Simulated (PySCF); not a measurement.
Species: C7H8OSi2.
Geometry (GFN2-xTB, Å), atoms numbered from 1 in this order:
```
atom  x, y, z in Å
C1    -4.485    0.954   -0.965
C2    -3.646    0.442   -0.274
Si3   -2.360   -0.325    0.814
C4    -0.698    0.546    0.703
C5     0.275   -0.218    0.167
C6     1.596    0.219   -0.011
C7     2.736    0.574   -0.174
C8     4.100    1.012   -0.368
Si9   -0.335   -1.951   -0.329
O10   -1.885   -1.762    0.153
H11   -5.220    1.395   -1.576
H12   -2.865   -0.627    2.151
H13   -0.500    1.559    1.029
H14    4.509    1.391    0.570
H15    4.719    0.185   -0.715
H16    4.130    1.812   -1.109
H17    0.252   -3.017    0.476
H18   -0.331   -2.182   -1.768
```

NICS = −σ at a ghost point: NICS(0) at the centroid of the ring atoms, NICS(1) 1 Å to either side along the normal of their mean plane, zz for the tensor component along that normal. Level: GIAO PBE0/pcSseg-1 (PySCF, non-relativistic, gas phase) on the GFN2-xTB geometry, one conformer.

Ring bond lengths (Å), with Mayer bond orders in brackets: Si3–C4 1.880 (0.89), C4–C5 1.348 (1.83), C5–Si9 1.903 (0.80), Si9–O10 1.634 (0.95), O10–Si3 1.652 (0.94).

Q: Give the NICS values of each ring in ppm.

A: 
```
             ring                                                              type  NICS(0)  NICS(1), two faces  NICS(1)zz, two faces  rms pucker (Å)  centre to ring atoms, mean (Å)
Si3–C4–C5–Si9–O10  5-membered ring with O and 2 Si; formal bonds 1 double, 4 single     -4.4         -3.0 / -3.3           -2.2 / -3.2            0.00                            1.43
```

Q: What do they say, and how far can they be read as aromaticity?

A: 
- Si3–C4–C5–Si9–O10: mean NICS(1)zz -2.7 ppm, near zero. Si3, Si9 have four or more neighbours, so the value isn't read as a sign of a π ring current.

Q: What is the mean of the two in-plane components of NICS at the first NICS(1) probe listed for ring Si3–C4–C5–Si9–O10, 1 Å off the ring?

A: The isotropic value is a third of the trace: (3 × -3.0 − (-2.2))/2 = -3.4 ppm.

Q: List the ring angles and the Hirshfeld charges of the ring atoms.

A: 
- Si3–C4–C5–Si9–O10: Si3 97.2° (+0.434 e), C4 113.5° (-0.132 e), C5 112.9° (-0.078 e), Si9 97.0° (+0.410 e), O10 119.4° (-0.316 e); sum 540.0° against 540° for a flat convex ring.

Q: How shielded are the nuclei of the rings and their hydrogens (means over atoms taken as equivalent)?

A: 
```tsv
atoms	environment	σ isotropic (ppm)
Si3	oxygen-bound silicon	373.2
C4	alkene CH carbon	27.8
C5	fully substituted alkene carbon	32.0
Si9	oxygen-bound silicon	364.9
O10	siloxane oxygen	297.9
H12	Si–H hydrogen	26.27
H13	vinylic hydrogen	24.40
H17	Si–H hydrogen	26.55
H18	Si–H hydrogen	26.49
```

Hardware: one thread, Arm Neoverse V2 (aarch64), shared host with 96 logical CPUs at a one-minute load of 49. Cost: 45 s wall, 1.0 GiB resident at most. This is the whole shielding run at PBE0/pcSseg-1, SCF included.
